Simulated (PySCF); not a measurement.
C4H11In, SMILES [CH3][In]([CH2]C)[CH3]. Atoms are numbered in the order given.

```xyz
16

In    -0.0533     0.2594     0.1699
C      1.2020     1.4269    -1.1716
H      2.1841     1.5962    -0.7008
H      0.7563     2.4129    -1.3718
H      1.3666     0.9070    -2.1266
C     -1.0089     1.2393     1.8605
H     -1.5495     0.5270     2.4999
H     -1.7226     1.9957     1.4971
H     -0.2567     1.7633     2.4706
C     -0.3220    -1.8783    -0.2006
C      0.3801    -2.4157    -1.4408
H     -1.4096    -2.0622    -0.2490
H      0.0190    -2.4055     0.7077
H      1.4707    -2.2630    -1.3965
H      0.0317    -1.9181    -2.3606
H      0.2141    -3.4985    -1.5811
```
Charge 0, spin multiplicity 1.

The structure is a stationary point at PBE0-D3(BJ)/def2-SVP. The isomer is the one that the SMILES or the coordinates give; other isomers of the formula were not compared. The def2 effective core potentials stand for the cores of In; spin–orbit coupling is left out. One conformer was computed; it need not be the lowest.

The numbers are results of PySCF with CAM-B3LYP/def2-TZVP, not measurements.

ESP charges are fitted to the potential on shells at 1.4 to 2.0 van der Waals radii. Atomic charges (e):

| atom | ESP fit | Mulliken |
|---|---|---|
| In1 | 0.89 | 0.80 |
| C2 | -0.71 | -0.68 |
| H3 | 0.14 | 0.12 |
| H4 | 0.14 | 0.13 |
| H5 | 0.13 | 0.14 |
| C6 | -0.95 | -0.65 |
| H7 | 0.18 | 0.14 |
| H8 | 0.21 | 0.13 |
| H9 | 0.21 | 0.13 |
| C10 | -0.26 | -0.47 |
| C11 | -0.08 | -0.35 |
| H12 | 0.02 | 0.12 |
| H13 | 0.03 | 0.12 |
| H14 | 0.01 | 0.11 |
| H15 | 0.01 | 0.11 |
| H16 | 0.03 | 0.12 |
